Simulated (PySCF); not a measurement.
## Dipole response of Kr(2+) (krypton, charge +2)

[Ar] 3d10 4s2 4p4, high-spin 3P determinant. Calculation: PySCF 2.14, in aug-cc-pV5Z-PP with ECP10MDF (8s7p6d4f3g2h, 136 functions); a scalar-relativistic core potential. Coupled (time-dependent) response in atomic units; α is the mean over directions.

| method | mean α (bohr³) | α xx, yy, zz | C₆ (like pair) | S(−4) |
| --- | --- | --- | --- | --- |
| PBE0 | 7.484 | 7.449, 7.552, 7.449 | 36.74 | 10.77 |

S(−4) is the Cauchy moment in α(ω) = α(0) + S(−4) ω² + …

Spin-orbit coupling is absent.

α(iu) at PBE0:

```
u (hartree)  α(iu) (bohr³)
          0          7.484
     0.0500          7.457
      0.100          7.378
      0.200          7.078
      0.300          6.634
      0.500          5.544
      0.750          4.233
       1.00          3.211
       1.50          1.949
       2.00          1.292
       3.00         0.6971
       5.00         0.3161
```

For an ion, C₆ is the dispersion term alone; charge-induced terms of lower order in 1/R come first.

The components differ because the open shell of this determinant is not spherical; for a pure term their mean is the scalar polarisability.

Energies and moments cover only the electrons outside the core potential.
